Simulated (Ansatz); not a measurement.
The inner images of a band of BrCl2F2HHf (7 atoms, charge 0, multiplicity 1) are given out of order.

Method: Ansatz, RKS B3LYP-D4/def2-SVP.

Initial state:

```xyz
7
Properties=species:S:1:pos:R:3
Hf 0.026 0.000 -0.071
F 0.238 0.000 1.836
F 1.832 0.000 -0.648
Cl -0.826 1.989 -1.014
Cl -0.826 -1.989 -1.014
Br -2.896 0.000 1.403
H -2.190 0.000 2.649
```

Final state:

```xyz
7
Properties=species:S:1:pos:R:3
Hf -0.500 -0.001 -0.085
F -0.095 -0.006 2.195
F 1.395 0.005 0.120
Cl -0.820 1.894 -1.413
Cl -0.816 -1.898 -1.412
Br -2.779 0.005 1.262
H -1.026 0.001 2.474
```

Put them in order from the first end to the last, with their energies above the first end.
A.
```xyz
7
Properties=species:S:1:pos:R:3
Hf -0.339 0.000 -0.018
F -0.088 0.001 2.067
F 1.555 -0.001 -0.123
Cl -0.856 1.932 -1.232
Cl -0.856 -1.932 -1.233
Br -2.767 -0.001 1.458
H -1.290 0.000 2.222
```
B.
```xyz
7
Properties=species:S:1:pos:R:3
Hf -0.230 0.000 -0.002
F 0.005 0.001 1.977
F 1.643 -0.001 -0.234
Cl -0.860 1.935 -1.183
Cl -0.860 -1.935 -1.184
Br -2.811 -0.001 1.505
H -1.529 0.000 2.262
```
C.
```xyz
7
Properties=species:S:1:pos:R:3
Hf -0.123 0.000 -0.022
F 0.070 0.001 1.916
F 1.734 0.000 -0.377
Cl -0.856 1.953 -1.118
Cl -0.856 -1.953 -1.119
Br -2.876 -0.001 1.488
H -1.734 0.000 2.373
```
D.
```xyz
7
Properties=species:S:1:pos:R:3
Hf -0.434 -0.001 -0.054
F -0.108 0.000 2.141
F 1.472 -0.001 -0.009
Cl -0.843 1.931 -1.298
Cl -0.843 -1.931 -1.300
Br -2.768 -0.002 1.344
H -1.116 0.003 2.317
```
E.
```xyz
7
Properties=species:S:1:pos:R:3
Hf -0.040 0.000 -0.051
F 0.138 0.000 1.869
F 1.797 0.000 -0.516
Cl -0.842 1.975 -1.060
Cl -0.842 -1.975 -1.060
Br -2.901 0.000 1.444
H -1.950 0.000 2.517
```

E (+0.02 eV), C (+0.10 eV), B (+0.26 eV), A (+0.42 eV), D (+0.32 eV).

The run took 2.8 min on 4 threads of Intel(R) Xeon(R) Platinum 8259CL CPU @ 2.50GHz (Skylake/Cascade Lake), with other jobs on the host, peak memory 0.42 GiB.
